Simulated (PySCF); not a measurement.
## `C[C@H](CC)[C@H](F)C(=O)Cl`, C6H10ClFO

Geometry:
```csv
atom,x (Å),y (Å),z (Å)
C1,-2.165,0.891,-0.462
C2,-1.308,-0.363,-0.596
C3,-0.015,-0.311,0.224
C4,0.690,-1.667,0.218
C5,0.941,0.770,-0.321
F6,1.317,0.476,-1.604
C7,2.133,0.910,0.597
O8,2.074,1.272,1.727
Cl9,3.658,0.467,-0.134
H10,-3.134,0.730,-0.927
H11,-1.702,1.745,-0.950
H12,-2.325,1.135,0.587
H13,-1.061,-0.531,-1.645
H14,-1.886,-1.221,-0.248
H15,-0.251,-0.026,1.254
H16,1.011,-1.918,-0.791
H17,0.015,-2.443,0.569
H18,1.562,-1.652,0.867
H19,0.436,1.745,-0.356
```

Method used: PySCF, GIAO B3LYP/pcSseg-1 magnetisability, rotational g tensor and spin-rotation constants, non-relativistic, gas phase. Geometry: GFN2-xTB.

(1) Give the nuclear spin-rotation constants along the inertial axes (H = +C I·J) beside the isotropic shieldings.

## Answers

(1) Rotational constants 2.3755, 0.7939, 0.7701 GHz. A star marks the isotopologue with that one atom substituted, in its own axes.
| atom | isotope | Caa (kHz) | Cbb (kHz) | Ccc (kHz) | mean (kHz) | σ (ppm) |
| --- | --- | --- | --- | --- | --- | --- |
| F6 | 19F | 0.464 | 0.457 | 0.501 | 0.474 | 389.1 |
| Cl9 | 35Cl | 0.675 | 0.427 | 0.310 | 0.471 | 459.5 |
| H10 | 1H | 0.041 | -0.084 | -0.086 | -0.043 | 30.5 |
| H11 | 1H | -0.181 | -0.096 | -0.004 | -0.093 | 30.6 |
| H12 | 1H | -0.260 | 0.002 | -0.078 | -0.112 | 31.0 |
| H13 | 1H | -0.250 | 0.006 | -0.072 | -0.105 | 30.1 |
| H14 | 1H | -0.143 | -0.093 | -0.016 | -0.084 | 30.5 |
| H15 | 1H | -0.245 | 0.008 | -0.079 | -0.105 | 30.1 |
| H16 | 1H | -0.270 | 0.014 | -0.078 | -0.111 | 30.4 |
| H17 | 1H | -0.139 | -0.095 | -0.024 | -0.086 | 31.0 |
| H18 | 1H | -0.038 | -0.081 | -0.067 | -0.062 | 30.7 |
| H19 | 1H | -0.149 | -0.062 | -0.002 | -0.071 | 26.7 |
| C1 | 13C* | 0.361 | 0.103 | 0.114 | 0.193 | 167.4 |
| C2 | 13C* | 0.377 | 0.143 | 0.129 | 0.216 | 150.9 |
| C3 | 13C* | 0.473 | 0.147 | 0.158 | 0.259 | 132.8 |
| C4 | 13C* | 0.323 | 0.127 | 0.115 | 0.188 | 164.4 |
| C5 | 13C* | 0.704 | 0.180 | 0.211 | 0.365 | 86.3 |
| C7 | 13C* | 1.286 | 0.304 | 0.243 | 0.611 | -11.5 |
| O8 | 17O* | -1.440 | -0.653 | -0.126 | -0.740 | -252.3 |

For the geometry as given, no vibrational averaging.
